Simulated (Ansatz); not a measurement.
Consider the cleavage of the B–Si bond: `B[SiH]1BO1` + `CCNC` → `BN(C)CC` + `B1O[SiH2]1`.

Program: Ansatz. Geometries: PBE0-D4/def2-TZVP. ΔE: electronic, gas phase. CCSD(T)/CBS is the MP2 limit (def2-TZVPP, def2-QZVPP) plus CCSD(T) − MP2 in def2-TZVPP, frozen cores. DFT in def2-TZVPP. One conformer a species, not always the lowest.

```json
{"species": "`B[SiH]1BO1`", "CAM-B3LYP-D4 energy (Eh)": "-416.80568"}
{"species": "`CCNC`", "CAM-B3LYP-D4 energy (Eh)": "-174.45581"}
{"species": "`BN(C)CC`", "CAM-B3LYP-D4 energy (Eh)": "-199.93115"}
{"species": "`B1O[SiH2]1`", "CAM-B3LYP-D4 energy (Eh)": "-391.39335"}
```

Work out ΔE.

ΔE = (-199.93115) + (-391.39335) − (-416.80568) − (-174.45581) = -0.06301 Eh = -1.71 eV. CCSD(T)/CBS gives -1.67 eV.

Largest T1 diagnostic among the species: 0.021, so the coupled-cluster value is less sure than usual.

The D4 term adds −0.04 eV with B3LYP and −0.02 eV with PBE0; it sums over pairs of atoms, weighted by their polarisabilities, and B3LYP, whose exchange is more repulsive, gets the larger term. From BLYP to BHLYP (50 % exact exchange), in def2-TZVPP and without D4, ΔE moves by −0.13 eV. At CCSD(T), def2-SVP lies −0.13 eV from the extrapolated value and def2-TZVPP −0.01 eV.

B3LYP here is the variant with VWN-RPA as its local correlation; programs differ in this.
